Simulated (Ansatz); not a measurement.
Gas-phase electronic energies from Ansatz, PBE0-D4/def2-TZVP geometries. CCSD(T)/CBS adds triple-zeta CCSD(T) − MP2 to the extrapolated MP2 energy (def2 sets, frozen cores). Functionals use def2-TZVPP. B3LYP here is the variant with VWN-RPA as its local correlation; programs differ in this. One conformer a species, not always the lowest.

Reaction (isomerisation): `FC(Cl)O[SiH3]` → `O[SiH](F)CCl`

```csv
level,ΔE (kcal/mol),difference from CCSD(T)/CBS
LDA (SPW92),-60.2,8.3
revPBE-D4,-61.2,7.3
PBE0-D4,-63.9,4.6
B3LYP-D4,-64.0,4.5
r2SCANh-D4,-65.1,3.4
ωB97M-V,-65.5,3.0
PBE,-61.4,7.1
revPBE,-61.4,7.1
BLYP,-61.7,6.8
r2SCANh,-65.0,3.5
LC-ωPBE,-65.3,3.2
HF/def2-SVP,-54.8,13.7
HF/def2-TZVPP,-64.8,3.7
SCS-MP2/def2-TZVPP,-67.2,1.3
HF/def2-QZVPP,-65.4,3.1
SCS-MP2/def2-QZVPP,-68.9,-0.4
CCSD(T)/CBS,-68.5,0
```

Largest T1 diagnostic among the species: 0.012.

At CCSD(T), def2-SVP lies +14.7 kcal/mol from the extrapolated value and def2-TZVPP +2.4 kcal/mol. From BLYP to BHLYP (50 % exact exchange), in def2-TZVPP and without D4, ΔE moves by −3.9 kcal/mol.

CCSD(T)/CBS has its own doubt, a few kJ/mol and more with outer-core shells, so smaller differences from it don't rank the levels.
